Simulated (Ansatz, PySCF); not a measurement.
Cl4Se, SMILES [Se](Cl)(Cl)(Cl)Cl (connectivity only; charge and spin as stated), charge -1, multiplicity 2. Atoms are numbered in the order given.

```xyz
5

Se    -0.0906     0.0223     0.0000
Cl     1.1087     2.1195     0.0000
Cl     0.1386    -0.0791     2.4028
Cl    -0.8309    -2.2772     0.0001
Cl     0.1386    -0.0792    -2.4028
```
Charge -1, spin multiplicity 2.

Coordinates come from a B3LYP-D3(BJ)/def2-SVPD optimisation. The multiplicity is an assumed one; no other spin state was optimised. The isomer is the one that the SMILES or the coordinates give; other isomers of the formula were not compared.

Two levels are set side by side: PBE-D3(BJ)/def2-SVPD (Ansatz, a program for electronic structure) and B3LYP-D3(BJ)/def2-SVPD (Ansatz). Each level has its own optimised geometry; the coordinates shown are those of the second. Frequencies come from the Hessian of PySCF at each geometry. Differences are taken from unrounded values.

```tsv
quantity	B3LYP-D3(BJ)
mean bond length (Å)	2.416
bond Se1–Cl2 (Å)	2.416
bond Se1–Cl3 (Å)	2.416
bond Se1–Cl4 (Å)	2.416
bond Se1–Cl5 (Å)	2.416
highest harmonic wavenumber (cm⁻¹)	274
mean harmonic wavenumber (cm⁻¹)	172
zero-point energy (kcal/mol)	2.21
```

Task: What does PBE-D3(BJ) give, and how far is it from B3LYP-D3(BJ)? (The exact figures need the calculation; the answer reports its results.)

Result: 
| quantity | PBE-D3(BJ) | PBE-D3(BJ) minus B3LYP-D3(BJ) |
|---|---|---|
| mean bond length (Å) | 2.422 | 0.006 |
| bond Se1–Cl2 (Å) | 2.422 | 0.006 |
| bond Se1–Cl3 (Å) | 2.422 | 0.006 |
| bond Se1–Cl4 (Å) | 2.422 | 0.006 |
| bond Se1–Cl5 (Å) | 2.422 | 0.006 |
| highest harmonic wavenumber (cm⁻¹) | 266 | -8 |
| mean harmonic wavenumber (cm⁻¹) | 159 | -13 |
| zero-point energy (kcal/mol) | 2.04 | -0.17 |
